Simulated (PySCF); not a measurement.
C4H9NS, SMILES S(C)/C(C)=N/C.

Geometry optimised at B3LYP-D3(BJ)/def2-SVP. The structure was generated by enumeration; whether it is a known compound was not checked.

Method: PySCF 2.14.0 with TDA-PBE/def2-SVPD.

Vertical excitations. The molecule is in vacuum. State labels are in the subgroup Cs.

```
state  symmetry  energy (eV)  λ (nm)      f                                              main pairs
-----  --------  -----------  ------  -----  ------------------------------------------------------
S1           A"         4.99     248  0.001                                        HOMO−1→LUMO 97 %
S2           A"         5.24     237  0.004                                        HOMO→LUMO+1 93 %
S3           A'         5.24     236  0.086                      HOMO→LUMO 55 %, HOMO−1→LUMO+1 36 %
S4           A"         5.41     229  0.013                                        HOMO→LUMO+2 95 %
S5           A'         5.54     224  0.089  HOMO−1→LUMO+1 54 %, HOMO−1→LUMO+2 25 %, HOMO→LUMO 16 %
S6           A'         5.78     214  0.059                      HOMO−1→LUMO+2 70 %, HOMO→LUMO 12 %
S7           A"         6.04     205  0.010                                        HOMO→LUMO+3 97 %
S8           A'         6.28     197  0.076                                      HOMO−1→LUMO+3 96 %
S9           A"         6.37     195  0.000                                        HOMO→LUMO+4 95 %
S10          A'         6.59     188  0.015                    HOMO−1→LUMO+4 78 %, HOMO→LUMO+5 19 %
T1           A'         3.96     313      0                                          HOMO→LUMO 98 %
T2           A"         4.29     289      0                                        HOMO−1→LUMO 99 %
T3           A"         4.94     251      0                                        HOMO→LUMO+1 97 %
T4           A"         5.31     233      0                                        HOMO→LUMO+2 98 %
```
Triplets are in the Tamm–Dancoff approximation.
